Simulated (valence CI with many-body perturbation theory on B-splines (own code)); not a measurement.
Forbidden lines of Tb¹⁶⁺

Method: configuration interaction combined with many-body perturbation theory (CI+MBPT): three valence electrons over a frozen Dirac-Fock core [Kr] 4d10, radial functions for each j: 8 s, 8 p, 9 d, 9 f, 6 g, 3 h, 2 i, with the one-electron correlation potential Σ1 (screened to all orders), the two-electron term Σ2, the three-electron term Σ3, Breit, model QED; selected single and double excitations, second order for the rest (own B-spline code, finite nucleus).

No measured levels were compared; by estimate terms of the open shell hold to a few per cent of their energy, and close levels can change places. Core correlation moves these levels by up to 38000 cm⁻¹, and in measured spectra 5 to 20 % of such shifts remained as error; rates that hang on mixing are uncertain with them.

Lines 1 to 50 of 120 in falling wavelength, among levels below 182300 cm⁻¹, chosen from the decays that carry over 1 % of a level's rate. Wavelengths and rates use the calculated energies, so an error of 2000 cm⁻¹ moves a line at 4118 nm by 82 % and its rate by three times that or more. S is in atomic units (e²a₀⁴ for E2 and M2, e²a₀⁶ for E3), for M1 in squared Bohr magnetons. Weak lines are less certain than strong ones. Lines between different terms over intervals too small for the method are left out, as are lines whose strength nearly cancels. Where a level lies close to another of its J and parity, the split of strength between their lines is uncertain.

Names give the largest LS component (configuration and term), which can be under half, so a name can repeat, a term be missing and a line seem to break the LS rules; names also repeat where a configuration has a term twice. Letters in brackets count levels of one name in rising energy.

```
λ vac (nm)             Upper             Lower  Type   A (s⁻¹)  S (a.u.)
      4128       4f3 4F°_7/2       4f3 4F°_5/2    M1  4.63e-01  9.65e+00
      4118       4f3 4S°_3/2       4f3 4F°_5/2    M1  2.15e-02  2.23e-01
      3623       4f3 4D°_1/2       4f3 4D°_3/2    M1  9.97e-01  3.52e+00
      3112       4f3 4D°_1/2       4f3 2P°_3/2    M1  2.03e-01  4.54e-01
      2827      4f3 2L°_17/2      4f3 2L°_15/2    M1  5.00e-01  7.53e+00
      2791       4f3 4F°_5/2       4f3 4F°_3/2    M1  1.76e+00  8.49e+00
      2600       4f3 4F°_9/2       4f3 4F°_7/2    M1  1.03e+00  6.71e+00
      2284       4f3 4F°_7/2   4f3 2H°_9/2 [a]    M1  5.62e-01  1.99e+00
      2266      4f3 2I°_13/2      4f3 2I°_11/2    M1  8.29e-01  5.00e+00
      2255       4f3 2P°_1/2   4f3 2D°_3/2 [a]    M1  7.26e-01  6.17e-01
      1914      4f3 4G°_11/2       4f3 4G°_9/2    M1  3.36e+00  1.05e+01
      1810      4f3 2K°_15/2      4f3 2K°_13/2    M1  1.89e+00  6.65e+00
      1742      4f3 4I°_15/2      4f3 4I°_13/2    M1  5.99e+00  1.88e+01
      1736       4f3 4G°_7/2       4f3 4G°_5/2    M1  5.00e+00  7.76e+00
      1706      4f3 4I°_13/2      4f3 4I°_11/2    M1  9.54e+00  2.46e+01
      1696      4f3 4I°_11/2       4f3 4I°_9/2    M1  8.39e+00  1.82e+01
      1670       4f3 4G°_5/2       4f3 4F°_7/2    M1  2.47e-01  2.55e-01
      1664       4f3 4S°_3/2       4f3 4F°_3/2    M1  7.83e-01  5.34e-01
      1575   4f3 2G°_9/2 [a]       4f3 4G°_7/2    M1  4.24e+00  6.15e+00
      1511   4f3 2D°_5/2 [a]   4f3 2D°_3/2 [a]    M1  1.61e+00  1.24e+00
      1484       4f3 4G°_9/2   4f3 2G°_7/2 [a]    M1  7.17e+00  8.68e+00
      1476   4f3 2G°_7/2 [a]       4f3 4F°_7/2    M1  1.84e+00  1.76e+00
      1394       4f3 2P°_3/2   4f3 2D°_5/2 [a]    M1  1.44e+00  5.78e-01
      1380       4f3 4D°_7/2       4f3 4D°_5/2    M1  6.20e+00  4.84e+00
      1311       4f3 4D°_3/2   4f3 2D°_5/2 [a]    M1  1.82e+00  6.10e-01
      1216       4f3 4F°_9/2   4f3 2H°_9/2 [a]    M1  7.13e+00  4.75e+00
      1189       4f3 4G°_5/2       4f3 4F°_5/2    M1  7.51e-02  2.81e-02
      1088   4f3 2G°_7/2 [a]       4f3 4F°_5/2    M1  5.82e+00  2.22e+00
      1069       4f3 2P°_3/2       4f3 2P°_1/2    M1  2.12e+00  3.85e-01
      1034       4f3 4G°_9/2       4f3 4F°_9/2    M1  2.78e+00  1.14e+00
      1021  4f3 2H°_11/2 [a]   4f3 2H°_9/2 [a]    M1  8.37e+00  3.96e+00
      1020       4f3 4D°_3/2       4f3 2P°_1/2    M1  4.38e+00  6.89e-01
     952.5      4f3 2I°_11/2      4f3 4G°_11/2    M1  1.41e+00  5.41e-01
     896.8   4f3 2G°_7/2 [a]   4f3 2H°_9/2 [a]    M1  2.83e+00  6.05e-01
     883.0   4f3 2G°_9/2 [a]   4f3 2G°_7/2 [a]    M1  1.39e+00  3.55e-01
     851.1       4f3 4G°_7/2       4f3 4F°_7/2    M1  3.68e+00  6.74e-01
     833.8       4f3 4G°_5/2       4f3 4F°_3/2    M1  2.43e-01  3.13e-02
     795.6       4f3 4D°_1/2       4f3 2P°_1/2    M1  1.94e+00  7.26e-02
     788.7   4f3 2G°_9/2 [a]  4f3 2H°_11/2 [a]    M1  5.42e+00  9.85e-01
     750.9      4f3 4G°_11/2  4f3 2H°_11/2 [a]    M1  5.37e+00  1.01e+00
     725.2       4f3 2P°_3/2   4f3 2D°_3/2 [a]    M1  2.25e+01  1.27e+00
     710.2   4f3 2D°_5/2 [a]   4f3 2G°_7/2 [a]    M1  1.55e+00  1.23e-01
     710.1       4f3 4D°_5/2   4f3 2D°_3/2 [a]    M1  5.74e+00  4.57e-01
     705.6       4f3 4G°_7/2       4f3 4F°_5/2    M1  3.71e+00  3.87e-01
     702.7   4f3 2D°_3/2 [a]       4f3 4S°_3/2    M1  2.04e+01  1.05e+00
     702.1       4f3 4D°_3/2   4f3 2D°_3/2 [a]    M1  3.41e+00  1.75e-01
     701.6   4f3 2G°_9/2 [a]       4f3 4F°_9/2    M1  1.90e+01  2.44e+00
     679.8       4f3 4D°_7/2   4f3 2D°_5/2 [a]    M1  1.08e-01  1.01e-02
     671.5      4f3 4G°_11/2       4f3 4F°_9/2    M1  3.39e-01  4.56e-02
     636.0      4f3 2I°_11/2       4f3 4G°_9/2    M1  1.87e+00  2.14e-01
```
